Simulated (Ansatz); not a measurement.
C8H18S2, SMILES `CCCCSSCCCC`. Total charge 0; spin multiplicity 1. The geometry is a stationary point of PBE0-D4/def2-TZVP. It is one conformer, not always the lowest.

```xyz
28

C     0.569    2.429   -3.424
C     0.404    1.388   -2.331
C     0.820   -0.004   -2.784
C     0.714   -1.067   -1.704
S    -1.040   -1.368   -1.311
S    -0.976   -2.821    0.103
C    -1.066   -1.911    1.669
C     0.118   -1.011    1.956
C     0.047   -0.331    3.319
C    -1.097    0.660    3.460
H     1.608    2.491   -3.758
H     0.270    3.422   -3.080
H    -0.043    2.183   -4.296
H     1.002    1.670   -1.456
H    -0.636    1.369   -1.992
H     0.224   -0.304   -3.654
H     1.861    0.024   -3.125
H     1.234   -0.755   -0.797
H     1.142   -2.012   -2.040
H    -1.143   -2.706    2.419
H    -2.007   -1.358    1.679
H     1.036   -1.603    1.886
H     0.173   -0.245    1.175
H    -0.025   -1.094    4.103
H     0.995    0.190    3.493
H    -1.055    1.420    2.675
H    -1.057    1.174    4.423
H    -2.073    0.172    3.393
```

What is the dipole moment at r2SCAN/def2-TZVPP? (Best estimate.)

The calculation gave: 2.30 D, with components (1.51, 1.41, 1.03) D in this frame, pointing from negative to positive charge.

And with PBE, B3LYP, ωB97M-V? (Estimate.)

Computed: PBE 2.18 D, B3LYP 2.19 D, ωB97M-V 2.19 D.

Give the Mulliken charges with r2SCAN, PBE, ωB97M-V in def2-TZVPP. (Best estimate.)

Ansatz gave: 
```json
{"atom": "C1", "r2SCAN": "-0.16", "PBE": "-0.26", "ωB97M-V": "-0.32"}
{"atom": "C2", "r2SCAN": "0.00", "PBE": "-0.08", "ωB97M-V": "-0.13"}
{"atom": "C3", "r2SCAN": "-0.03", "PBE": "-0.10", "ωB97M-V": "-0.18"}
{"atom": "C4", "r2SCAN": "-0.04", "PBE": "-0.11", "ωB97M-V": "-0.24"}
{"atom": "S5", "r2SCAN": "-0.12", "PBE": "-0.11", "ωB97M-V": "-0.06"}
{"atom": "S6", "r2SCAN": "-0.13", "PBE": "-0.11", "ωB97M-V": "-0.06"}
{"atom": "C7", "r2SCAN": "-0.03", "PBE": "-0.11", "ωB97M-V": "-0.22"}
{"atom": "C8", "r2SCAN": "-0.02", "PBE": "-0.08", "ωB97M-V": "-0.18"}
{"atom": "C9", "r2SCAN": "-0.01", "PBE": "-0.10", "ωB97M-V": "-0.16"}
{"atom": "C10", "r2SCAN": "-0.15", "PBE": "-0.25", "ωB97M-V": "-0.31"}
{"atom": "H11", "r2SCAN": "0.04", "PBE": "0.07", "ωB97M-V": "0.09"}
{"atom": "H12", "r2SCAN": "0.04", "PBE": "0.08", "ωB97M-V": "0.11"}
{"atom": "H13", "r2SCAN": "0.04", "PBE": "0.08", "ωB97M-V": "0.10"}
{"atom": "H14", "r2SCAN": "0.01", "PBE": "0.05", "ωB97M-V": "0.08"}
{"atom": "H15", "r2SCAN": "0.03", "PBE": "0.06", "ωB97M-V": "0.09"}
{"atom": "H16", "r2SCAN": "0.03", "PBE": "0.06", "ωB97M-V": "0.10"}
{"atom": "H17", "r2SCAN": "0.03", "PBE": "0.06", "ωB97M-V": "0.10"}
{"atom": "H18", "r2SCAN": "0.05", "PBE": "0.08", "ωB97M-V": "0.12"}
{"atom": "H19", "r2SCAN": "0.07", "PBE": "0.11", "ωB97M-V": "0.14"}
{"atom": "H20", "r2SCAN": "0.06", "PBE": "0.09", "ωB97M-V": "0.12"}
{"atom": "H21", "r2SCAN": "0.07", "PBE": "0.10", "ωB97M-V": "0.14"}
{"atom": "H22", "r2SCAN": "0.03", "PBE": "0.07", "ωB97M-V": "0.11"}
{"atom": "H23", "r2SCAN": "0.01", "PBE": "0.05", "ωB97M-V": "0.08"}
{"atom": "H24", "r2SCAN": "0.01", "PBE": "0.05", "ωB97M-V": "0.08"}
{"atom": "H25", "r2SCAN": "0.02", "PBE": "0.06", "ωB97M-V": "0.09"}
{"atom": "H26", "r2SCAN": "0.04", "PBE": "0.08", "ωB97M-V": "0.10"}
{"atom": "H27", "r2SCAN": "0.04", "PBE": "0.08", "ωB97M-V": "0.11"}
{"atom": "H28", "r2SCAN": "0.04", "PBE": "0.07", "ωB97M-V": "0.09"}
```

B3LYP here is the variant with VWN-RPA as its local correlation; programs differ in this.
